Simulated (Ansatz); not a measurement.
Molecule: CH3Si, net charge -1, singlet state. It need not be the lowest isomer of its formula. Whether it binds its extra electron was not tested at this geometry. SMILES: C=[SiH-]
Structure (B3LYP-D3(BJ)/def2-TZVP (Ansatz, a quantum-chemistry and plane-wave program) minimum search):
```
C
H 1 1.0904
H 1 1.0921 2 112.47
Si 1 1.7675 2 126.81 3 -180.00
H 4 1.5615 1 98.48 2 0.00
```
Charge -1, spin multiplicity 1.

Q: Give the harmonic wavenumbers at B3LYP-D3(BJ)/def2-TZVP (Ansatz, finite differences of forces, unscaled).

A: 620, 688, 769, 864, 892, 1403, 1797, 3039, 3098 cm⁻¹. Zero-point energy 18.8 kcal/mol.

Q: From these and the geometry, give the ideal-gas thermochemistry at 298.15 K and 1 atm (rigid rotor, harmonic oscillator).

A: Point group Cs, rotational symmetry number 1. Rotational constants 127.9, 15.05, 13.47 GHz. S(trans) 37.21, S(rot) 20.06, S(vib) 1.30, S(elec, spin only) 0.00, S 58.6 cal/(mol K). H(298) - H(0) 2.67 kcal/mol; G - E(el) 4.0 kcal/mol.
